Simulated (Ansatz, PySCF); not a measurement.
Gas-phase reaction in SMILES: ClBr → Cl atom + Br atom (the Br-Cl bond at the site shown breaks; other sites are not compared here)
Each molecule is optimised on its own at B3LYP-D3(BJ)/def2-TZVP (Ansatz, a quantum-chemistry and plane-wave program).
Geometry of the first species:
```
Cl
Br 1 2.1653
```
Charge 0, spin multiplicity 1.

Property: bond dissociation energy (enthalpy at 298 K, with B3LYP-D3(BJ) rigid-rotor harmonic-oscillator terms from PySCF), in eV. Valence correlation only, unless marked. UHF or UKS for open shells. No spin-orbit coupling. Frozen are the shells of the preceding noble gas and the d and f shells that filled before the atom's block. Non-relativistic. CBS(X,Y): correlation extrapolated as X^-3; Hartree-Fock from the larger set.

CCSD(T)/CBS(def2-TZVPPD,def2-QZVPPD) (Ansatz) gives 2.41 eV.

Task: Another calculation gave 2.27 eV. Which level was it?
A) B2PLYP/def2-TZVPD (Ansatz)
B) TPSS/def2-TZVPD (PySCF)
C) SVWN5/def2-TZVPD (Ansatz)
D) BLYP/def2-TZVPD (Ansatz)

Result: A, B2PLYP/def2-TZVPD (Ansatz). The others give 2.40 (BLYP), 2.54 (TPSS), 3.38 (SVWN5) eV.
